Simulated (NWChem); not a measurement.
Species: CH₂F₄Si; SMILES FC(F)[SiH](F)F

```xyz
8

F     -0.0557     1.6879     1.1146
C      0.4122     1.0304     0.0000
F     -0.0557     1.6879    -1.1146
Si    -0.3368    -0.7198     0.0000
F      0.1972    -1.4957    -1.2959
F      0.1972    -1.4957     1.2959
H      1.5066     1.1051     0.0000
H     -1.8098    -0.6703     0.0000
```
Atoms are numbered in this order, from 1.

Computed with NWChem. All runs use the structure optimised with B3LYP/6-31G* (spherical d). Ions are spin-unrestricted doublets at the neutral geometry; other ion states weren't tried.

```json
[
 {"level": "B3LYP/def2-SVP", "vertical ionisation energy, ΔSCF (eV)": "11.57", "−ε(HOMO) (eV)": "8.81", "ΔSCF minus −ε(HOMO) (eV)": "2.76"},
 {"level": "PBE/def2-SVP", "vertical ionisation energy, ΔSCF (eV)": "10.90", "−ε(HOMO) (eV)": "7.30", "ΔSCF minus −ε(HOMO) (eV)": "3.60"},
 {"level": "LRC-wPBEh/def2-SVP", "vertical ionisation energy, ΔSCF (eV)": "___", "−ε(HOMO) (eV)": "___", "ΔSCF minus −ε(HOMO) (eV)": "___"},
 {"level": "LDA (Slater exchange, VWN5)/def2-SVP", "vertical ionisation energy, ΔSCF (eV)": "11.06", "−ε(HOMO) (eV)": "7.43", "ΔSCF minus −ε(HOMO) (eV)": "3.63"},
 {"level": "PBE0/def2-SVP", "vertical ionisation energy, ΔSCF (eV)": "11.64", "−ε(HOMO) (eV)": "9.10", "ΔSCF minus −ε(HOMO) (eV)": "2.54"}
]
```

Problem. Some entries are withheld; supply them.

Solution. 
- LRC-wPBEh/def2-SVP, vertical ionisation energy, ΔSCF (eV): 11.72
- LRC-wPBEh/def2-SVP, −ε(HOMO) (eV): 10.95
- LRC-wPBEh/def2-SVP, ΔSCF minus −ε(HOMO) (eV): 0.77
